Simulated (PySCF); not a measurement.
PySCF 2.14 output of a UHF calculation on a single atom or ion in aug-cc-pV5Z (6s5p4d3f2g, 80 functions), with the non-relativistic Hamiltonian (point nucleus):

```
SCF conv_tol = 1e-09
number electrons alpha = 1  beta = 0
cycle= 1 E= 0.089371327734971  delta_E= -2.19e-13  |g|= 6.69e-08  |ddm|= 3.08e-07
converged SCF energy = 0.089371327734971  <S^2> = 0.75  2S+1 = 2
```

The run itself started from symmetry-adapted Hartree-Fock orbitals and held the occupation by maximum overlap, so the iterations belong to that start.

Task: Which element, charge and spin multiplicity is this?

Result: He⁺ (helium, charge +1), multiplicity 2; the state was 3d1, 2D determinant (an excited configuration).

The outer electron is Rydberg-like, and this basis confines it to a smaller radius and binds it less than a complete one would. At UHF the highest occupied level has a positive energy, so only the finite basis holds that electron; for this excited configuration the basis is too tight for the outer shell.
